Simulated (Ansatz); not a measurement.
Ge19H28⁻, a nanocrystal cut from cubic germanium. The state is a doublet with charge -1. Geometry PBE-D4/def2-SVP, that of the neutral singlet; atoms count from 1.

Cartesian coordinates in Å:
```
Ge 0.852 -2.610 2.879
Ge -3.827 -0.190 1.068
Ge 2.741 0.920 2.730
Ge -1.930 3.359 0.914
Ge 4.695 -2.438 1.815
Ge 1.938 -3.351 -0.927
Ge 3.832 0.175 -1.073
Ge -0.001 0.000 -0.003
Ge -2.757 -0.925 -2.722
Ge -0.850 2.621 -2.871
Ge -4.695 2.439 -1.812
Ge 2.977 -1.458 3.258
Ge -1.714 0.982 1.446
Ge 0.226 -2.381 0.526
Ge -4.470 0.060 -1.279
Ge 2.124 1.158 0.375
Ge -2.573 3.599 -1.434
Ge 4.063 -2.202 -0.538
Ge -0.638 0.240 -2.355
H -0.258 -1.986 3.776
H 0.990 -4.115 3.259
H -4.942 0.387 1.990
H -3.651 -1.700 1.411
H 1.635 1.556 3.624
H 4.080 1.662 3.018
H -3.004 4.024 1.828
H -0.570 4.075 1.170
H 4.876 -3.946 2.164
H 6.058 -1.725 2.065
H 2.096 -4.873 -0.636
H 1.510 -3.186 -2.415
H 5.197 0.898 -0.867
H 3.414 0.348 -2.563
H -2.583 -2.436 -2.387
H -3.189 -0.808 -4.214
H 0.514 3.330 -2.623
H -1.232 2.821 -4.369
H -5.807 3.076 -0.925
H -5.124 2.603 -3.302
H 3.401 -1.622 4.751
H -1.264 0.806 2.930
H -1.147 -3.076 0.269
H -5.835 -0.655 -1.526
H 1.931 2.666 0.024
H -2.743 5.112 -1.777
H 5.171 -2.834 -1.437
H 0.482 -0.399 -3.235
```

Single mean-field runs in def2-TZVP are fitted with def2-universal-jkfit. The highest occupied level of the charge -1 doublet lies above zero (up to 0.62 eV). By energy differences its removal costs 0.33 eV (vertical, to the charge 0 singlet, at PBE0-D4/def2-TZVP); self-interaction error and the lack of diffuse functions both raise the level.

Estimate the Mulliken populations of the heavy atoms from the PBE0/def2-TZVP orbitals of Ansatz.


| atom | charge (e) | spin (α − β) |
| --- | --- | --- |
| Ge1 | 0.03 | -0.01 |
| Ge2 | 0.03 | -0.01 |
| Ge3 | 0.03 | -0.01 |
| Ge4 | 0.03 | -0.01 |
| Ge5 | 0.02 | -0.01 |
| Ge6 | 0.03 | -0.01 |
| Ge7 | 0.03 | -0.01 |
| Ge8 | -0.21 | 0.00 |
| Ge9 | 0.03 | -0.01 |
| Ge10 | 0.03 | -0.01 |
| Ge11 | 0.02 | -0.01 |
| Ge12 | -0.10 | 0.04 |
| Ge13 | -0.07 | 0.13 |
| Ge14 | -0.07 | 0.13 |
| Ge15 | -0.10 | 0.04 |
| Ge16 | -0.07 | 0.13 |
| Ge17 | -0.10 | 0.04 |
| Ge18 | -0.10 | 0.04 |
| Ge19 | -0.07 | 0.13 |
Mulliken values and Mayer orders depend strongly on the basis.

Where does the spin sit?

Summed by element: Ge 0.57, H 0.43, of 1 unpaired in all. Largest on single atoms: Ge19 0.13, Ge16 0.13, Ge14 0.13.

And the Mayer bond orders between bonded heavy atoms (over 0.3)?

Ge1–Ge12 0.87 (2.45 Å); Ge1–Ge14 0.86 (2.45 Å); Ge2–Ge13 0.86 (2.45 Å); Ge2–Ge15 0.87 (2.45 Å); Ge3–Ge12 0.87 (2.45 Å); Ge3–Ge16 0.86 (2.45 Å); Ge4–Ge13 0.86 (2.45 Å); Ge4–Ge17 0.87 (2.45 Å); Ge5–Ge12 0.86 (2.45 Å); Ge5–Ge18 0.86 (2.45 Å); Ge6–Ge14 0.86 (2.45 Å); Ge6–Ge18 0.87 (2.45 Å); Ge7–Ge16 0.86 (2.45 Å); Ge7–Ge18 0.87 (2.45 Å); Ge8–Ge13 0.83 (2.45 Å); Ge8–Ge14 0.83 (2.45 Å); Ge8–Ge16 0.83 (2.45 Å); Ge8–Ge19 0.83 (2.45 Å); Ge9–Ge15 0.87 (2.45 Å); Ge9–Ge19 0.86 (2.45 Å); Ge10–Ge17 0.87 (2.45 Å); Ge10–Ge19 0.86 (2.45 Å); Ge11–Ge15 0.86 (2.45 Å); Ge11–Ge17 0.86 (2.45 Å).
